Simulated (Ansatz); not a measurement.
Stepwise reaction of `[OH][Mo]([F])([F])([F])([F])[F]` with water, as a gas-phase model of exchange steps in deposition or etching. ΔE in kJ/mol.

Computed with Ansatz on PBE0-D4/def2-TZVP structures; ΔE is electronic, products minus reactants. CCSD(T)/CBS is the MP2 limit (def2-TZVPP, def2-QZVPP) plus CCSD(T) − MP2 in def2-TZVPP, frozen cores. This one scheme is used for every species. DFT in def2-TZVPP. B3LYP here is the variant with VWN-RPA as its local correlation; programs differ in this. def2 core potentials past Kr. For Mo outer-core shells are correlated without core-valence functions, which leaves a few kJ/mol of doubt a bond. One conformer a species, not always the lowest.

| step | reaction | PBE-D4 | B3LYP-D4 | ωB97M-V | CCSD(T)/CBS |
| --- | --- | --- | --- | --- | --- |
| 1 | `[OH][Mo]([F])([F])([F])([F])[F]` + H₂O → `[OH][Mo]([OH])([F])([F])([F])[F]` + H–F | 19.4 | 16.4 | 18.1 | 7.4 |
| 2 | `[OH][Mo]([OH])([F])([F])([F])[F]` + H₂O → `[OH][Mo]([OH])([OH])([F])([F])[F]` + H–F | 18.3 | 16.3 | 17.5 | 5.5 |

Task: By hand: ΔE of the 2 steps together at CCSD(T)/CBS.

Result: (7.4) + (5.5) = 12.9 kJ/mol, or 6.5 kJ/mol a step.

In ΔE the steps differ by no more than 1.9 kJ/mol. All are uphill at CCSD(T)/CBS. PBE-D4 differs from CCSD(T)/CBS by 12.0 to 12.8 kJ/mol a step. Only this route is followed, and other bonds may react first. Isolated molecules leave out the surface, adducts and barriers. Largest T1 diagnostic: 0.025.
